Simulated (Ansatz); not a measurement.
`C=CC[NH][GeH3]` → `[GeH3]`• + `C=CC[NH]`•  (homolysis of the Ge–N bond)

Program: Ansatz. Geometries: PBE0-D4/def2-TZVP. ΔE: electronic, gas phase. CBS: MP2 limit from def2 TZ/QZ plus the TZ coupled-cluster correction, frozen cores. DFT in def2-TZVPP. HSE06 is defined as in plane-wave codes. Open shells (•) are unrestricted, without spin–orbit coupling. For Ge outer-core shells are correlated without core-valence functions, which leaves a few kJ/mol of doubt a bond. Scalar relativity is left out up to krypton. One conformer a species, not always the lowest.

Q: What is ΔE at CCSD(T)/CBS? (An estimate is asked.)

A: Ansatz gave: +361.7 kJ/mol.

Q: What do these levels give: LDA (SPW92), r2SCANh-D4, r2SCAN0-D4, HSE06, CAM-B3LYP, MP2/def2-SVP? (An estimate is asked.)

A: The calculation gave: LDA (SPW92) 398.0, r2SCANh-D4 320.6, r2SCAN0-D4 319.4, HSE06 327.6, CAM-B3LYP 329.1, MP2/def2-SVP 362.9 kJ/mol.

Largest T1 diagnostic among the species: 0.015.

From BLYP to BHLYP (50 % exact exchange), in def2-TZVPP and without D4, ΔE moves by +7.7 kJ/mol. Leaving LDA and LC-ωPBE aside and taking each functional with its dispersion term where it has one, the values, not all of them listed here, spread over 30.9 kJ/mol, from r2SCAN0-D4 to ωB97X-V. LDA lies +70.5 kJ/mol from PBE without D4, its usual overbinding.
